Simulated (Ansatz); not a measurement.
cis-[TiF2(H2O)4]+ (TiO4F2H8⁺). Charge 1, multiplicity 2. Geometry B3LYP-D4/def2-SVP, basis def2-TZVP, Ansatz.

Cartesian coordinates in Å:
```
F -0.019 1.162 -1.724
F -0.897 1.368 1.294
O -0.038 -1.133 1.457
O 0.884 -1.240 -1.035
O 1.788 1.334 0.383
O -2.181 -0.237 -0.592
Ti -0.177 0.481 -0.078
H -0.372 -2.024 1.267
H -0.396 -0.877 2.322
H 1.711 -1.567 -0.649
H 1.056 -1.097 -1.980
H 1.869 1.803 1.229
H 2.088 1.959 -0.299
H -2.436 -0.128 -1.523
H -2.880 0.195 -0.073
```

| run | HOMO (eV) | LUMO (eV) |
| --- | --- | --- |
| A | -8.05 | -6.63 |
| B | -9.97 | -5.43 |
| C | -7.50 | -6.72 |
| D | -13.01 | -2.94 |
| E | -7.43 | -7.04 |

LC-ωPBE has ω = 0.4 bohr⁻¹. No other spin state of charge 1 was run. Another isomer (doublet) lies 0.15 eV lower at PBE0-D4/def2-TZVP; other spin states weren't run for this one.

HOMO and LUMO are taken over both spins.

Q: The runs used LC-ωPBE, LDA (SPW92), PBE, PBE0, r2SCAN. Estimate which is which.

A: A r2SCAN (0 % exact exchange); B PBE0 (25 % exact exchange); C PBE (0 % exact exchange); D LC-ωPBE (range-separated); E LDA (SPW92) (0 % exact exchange). Exact exchange lowers occupied and raises empty levels; among semilocal functionals meta-GGAs tend to open the gap a little, and such runs are hard to tell apart. The gap grows from 0.39 eV (LDA (SPW92)) to 10.07 eV (LC-ωPBE).
